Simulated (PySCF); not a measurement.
These compounds are isomers of formula C$_{6}$H$_{6}$ClFO.

A. `C=C[C@@]1(F)C[C@@H]1C(=O)Cl`
B. SMILES C1(OC)=C(Cl)C(F)=CC1
C. `C1=C/C(=C(\CF)Cl)OC1`

Spectrum 1. $^{1}$H NMR (500 MHz, computed): δ 6.14 (m, 1H), 5.87 (m, 1H), 5.47 (m, 1H), 2.32 (m, 1H), 2.29 (m, 1H), 1.22 (m, 1H). $^{13}$C{$^{1}$H} NMR (computed): δ 177.2 (C), 142.4 (CH), 124.5 (CH2), 88.1 (C), 40.6 (CH), 25.9 (CH2).

Spectrum 2. $^{1}$H NMR (500 MHz, computed): δ 6.76 (d, 1H), 6.51 (m, 1H), 5.39 (m, 2H), 5.30 (m, 2H). $^{13}$C{$^{1}$H} NMR (computed): δ 169.9 (C), 142.1 (CH), 131.3 (CH), 109.0 (C), 88.4 (CH2), 81.3 (CH2).

Spectrum 3. $^{1}$H NMR (500 MHz, computed): δ 5.08 (m, 1H), 4.36 (s, 3H), 2.93 (m, 2H). $^{13}$C{$^{1}$H} NMR (computed): δ 168.6 (C), 167.1 (C), 105.0 (C), 95.3 (CH), 60.0 (CH3), 37.7 (CH2).

One conformer, equivalent nuclei averaged, no solvent, relativity neglected. PBE0/pcSseg-1 with gauge-including orbitals; structure optimised with GFN2-xTB; PySCF.

Chemical shifts δ = σref − σ; TMS for $^{1}$H (σref 31.72), $^{13}$C (σref 186.93), all at this level. Splittings of carbon signals by F and P are missing where no couplings were computed. Where no couplings were computed, multiplicities follow the n + 1 count of equivalent neighbours, and m marks all less simple cases (inequivalent or close neighbours, rings, F or P nearby). Shifts are as computed. Against solution values, carbons near 30 ppm lie about +3 ppm off and those near 130 ppm about +5 ppm; carbons on Cl a further +6 ppm. Of 1309 compounds with measured shifts, 239 miss one by over three times the rms of a fit or turn the order of signals round; such compounds aren't used in these exercises. Carbons bonded to Cl come out too deshielded.

Question: Which spectrum belongs to which compound?

Answer: 1–A, 2–C, 3–B.

- Spectrum 1 (A): 6 $^{13}$C signals; δC 142.4 is an alkene CH; δC 124.5 is a terminal =CH2 carbon.
- Spectrum 2 (C): 6 $^{13}$C signals; δC 169.9 is an alkene carbon bearing oxygen; δC 142.1 is an alkene CH.
- Spectrum 3 (B): 6 $^{13}$C signals; δC 167.1 is an alkene carbon bearing oxygen; δC 105.0 is a β carbon of an enol-ether or enamine type C=C.
